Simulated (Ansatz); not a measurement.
Ansatz (a quantum-chemistry and plane-wave program) input:

Ansatz 0.2 input:
```yaml
crystal:
  periodic: [false, false, false]
  atoms:
    - {symbol: O, position_ang: [-3.57775562, -0.22719140, 0.74756502]}
    - {symbol: C, position_ang: [-3.23823042, -0.15243377, -0.63426010]}
    - {symbol: C, position_ang: [-1.85295847, -0.70806830, -0.94101158]}
    - {symbol: C, position_ang: [-0.73059977, 0.05207601, -0.23382373]}
    - {symbol: C, position_ang: [0.63246548, -0.56832967, -0.48992375]}
    - {symbol: Se, position_ang: [2.13638436, 0.41739256, 0.33335725]}
    - {symbol: H, position_ang: [-3.63875186, -1.15568491, 0.99722364]}
    - {symbol: H, position_ang: [-3.28087117, 0.90940829, -0.88422054]}
    - {symbol: H, position_ang: [-3.99082759, -0.66553476, -1.24472314]}
    - {symbol: H, position_ang: [-1.70003409, -0.67765067, -2.02537029]}
    - {symbol: H, position_ang: [-1.82277026, -1.76735038, -0.65769163]}
    - {symbol: H, position_ang: [-0.93250021, 0.07263325, 0.83881675]}
    - {symbol: H, position_ang: [-0.72588142, 1.09306094, -0.56706080]}
    - {symbol: H, position_ang: [0.67889642, -1.59817519, -0.13910696]}
    - {symbol: H, position_ang: [0.87639924, -0.56948422, -1.55329544]}
    - {symbol: H, position_ang: [1.65725670, 0.24549613, 1.71487693]}
basis:
  gaussian:
    orbitals: def2-TZVPD
hamiltonian:
  xc: {name: SVWN5}
output: {forces: true}
```

### Question
Predict the final energy.

### Answer
-2629.86837 Eh (SVWN5/def2-TZVPD). The basis has 335 functions.
